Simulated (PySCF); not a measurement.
## 2-(2-thienyl)pyridine (SMILES c1ccc(-c2cccs2)nc1)

Molfile (atoms numbered from 1):
```
C9H7NS
     RDKit          3D

 18 19  0  0  0  0  0  0  0  0999 V2000
   -3.1566    0.1712   -0.4074 C   0  0  0  0  0  0  0  0  0  0  0  0
   -2.6672    0.3096    0.8893 C   0  0  0  0  0  0  0  0  0  0  0  0
   -1.2957    0.2502    1.1006 C   0  0  0  0  0  0  0  0  0  0  0  0
   -0.4454    0.0523    0.0003 C   0  0  0  0  0  0  0  0  0  0  0  0
    1.0097   -0.0211    0.1444 C   0  0  0  0  0  0  0  0  0  0  0  0
    1.9274   -0.2095   -0.8652 C   0  0  0  0  0  0  0  0  0  0  0  0
    3.2665   -0.2337   -0.3997 C   0  0  0  0  0  0  0  0  0  0  0  0
    3.3527   -0.0635    0.9591 C   0  0  0  0  0  0  0  0  0  0  0  0
    1.8063    0.1266    1.6751 S   0  0  0  0  0  0  0  0  0  0  0  0
   -0.9214   -0.0802   -1.2443 N   0  0  0  0  0  0  0  0  0  0  0  0
   -2.2320   -0.0218   -1.4346 C   0  0  0  0  0  0  0  0  0  0  0  0
   -4.2261    0.2111   -0.6221 H   0  0  0  0  0  0  0  0  0  0  0  0
   -3.3474    0.4628    1.7305 H   0  0  0  0  0  0  0  0  0  0  0  0
   -0.8831    0.3556    2.1066 H   0  0  0  0  0  0  0  0  0  0  0  0
    1.6094   -0.3234   -1.9011 H   0  0  0  0  0  0  0  0  0  0  0  0
    4.1375   -0.3716   -1.0416 H   0  0  0  0  0  0  0  0  0  0  0  0
    4.2468   -0.0395    1.5806 H   0  0  0  0  0  0  0  0  0  0  0  0
   -2.5761   -0.1351   -2.4695 H   0  0  0  0  0  0  0  0  0  0  0  0
  1  2  2  0
  2  3  1  0
  3  4  2  0
  4  5  1  0
  5  6  2  0
  6  7  1  0
  7  8  2  0
  8  9  1  0
  4 10  1  0
 10 11  2  0
 11  1  1  0
  9  5  1  0
  1 12  1  0
  2 13  1  0
  3 14  1  0
  6 15  1  0
  7 16  1  0
  8 17  1  0
 11 18  1  0
M  END
```

Level of theory: quadratic response CAM-B3LYP/aug-cc-pVDZ first hyperpolarisability, Taylor convention, gas phase (PySCF 2.14.0). Geometry: PBE0-D3(BJ)/def2-SVP.

(1) Give the tensor of the second harmonic β(−2ω;ω,ω) at 1907 nm in the axes of these coordinates.

Results:

(1) In au, Taylor convention; rows are the first index (the induced dipole):
|  | xx | yy | zz | xy | xz | yz |
| --- | --- | --- | --- | --- | --- | --- |
| x | +704.7 | -9.7 | -1.7 | -33.7 | +93.7 | -6.4 |
| y | -33.2 | -7.6 | +3.5 | -9.7 | -5.8 | -23.9 |
| z | +97.4 | -23.9 | -24.2 | -6.0 | +3.1 | +3.2 |

Norm of βᵢ = ⅓ Σⱼ (βᵢⱼⱼ + βⱼᵢⱼ + βⱼⱼᵢ): 699.2 au, hyper-Rayleigh value 295.9 au.
